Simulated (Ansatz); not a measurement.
# singlet BeO: levels of theory in one basis

```
atom   x (Å)   y (Å)   z (Å)
  Be  0.0000  0.0000  0.0000
   O  0.0000  0.0000  1.8800
```

Basis set: def2-SVP (spherical functions). Correlated methods keep 1 orbital frozen. Charge 0, multiplicity 1.

Computed with Ansatz (development build ahead of 0.2.0); each method stands on the lowest determinant of its kind that the runs found.

```json
{"method": "RHF", "E − E(RHF) (eV)": "0.00", "<S²> of the determinant": "0.00"}
{"method": "UHF", "E − E(RHF) (eV)": "-3.23", "<S²> of the determinant": "1.01"}
{"method": "RHF-MP2", "E − E(RHF) (eV)": "-6.43", "<S²> of the determinant": "–"}
```

**Question.** What does UHF-MP2 give on the same scale?

**Answer.** -7.57 eV.

**Question.** Is a single determinant a sound starting point here?

**Answer.** It is doubtful. Unrestricted orbitals lower Hartree–Fock by 3.23 eV and <S²> is 1.01 where a pure state has 0.00, a sign of strong static correlation.

Caution for RHF, RHF-MP2: an unrestricted determinant lies well below. Caution for UHF, UHF-MP2: the unrestricted determinant is a mixture of spin states. Caution for RHF-MP2, UHF-MP2: bonds are stretched, where a single reference can fail. Caution for RHF-MP2: other determinants can give a lower correlated total.
